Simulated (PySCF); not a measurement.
C3H9GeN, SMILES [CH3][GeH]1[CH2]N[CH2]1. Atoms are numbered in the order given.

```xyz
14

C      2.0866    -0.6663     0.0000
Ge     0.4184     0.3427     0.0000
C     -1.0744    -0.2397     1.1682
N     -1.9437    -0.1231     0.0000
C     -1.0744    -0.2397    -1.1682
H      2.6845    -0.4231     0.8909
H      2.6845    -0.4231    -0.8909
H      1.8790    -1.7459     0.0000
H      0.6927     1.8600     0.0000
H     -1.3812     0.3874     2.0213
H     -0.9106    -1.2747     1.5370
H     -2.7654    -0.7237     0.0000
H     -0.9106    -1.2747    -1.5370
H     -1.3812     0.3874    -2.0213
```
Charge 0, spin multiplicity 1.

Geometry: PBE0-D3(BJ)/def2-SVP. The structure was generated by enumeration, and PubChem lists no compound with its InChIKey, so it may never have been made.

Level of theory: HF/def2-TZVP in PySCF.

Gas-phase values at a fixed geometry.

Computed frontier levels, gap, dipole moment and polarisability:
```yaml
highest_occupied_level: -9.76 eV
lowest_empty_level: 3.59 eV
orbital_gap: 13.35 eV
dipole_moment: 0.327 e·Å
quadrupole, principal values (traceless, Buckingham form, about the centre of nuclear charge): -4.73, 1.47, 3.26 D·Å
mean_static_polarisability: 69.2 bohr³ (10.26 Å³)
polarisability_principal_values: 62.8, 65.4, 79.5 bohr³
```
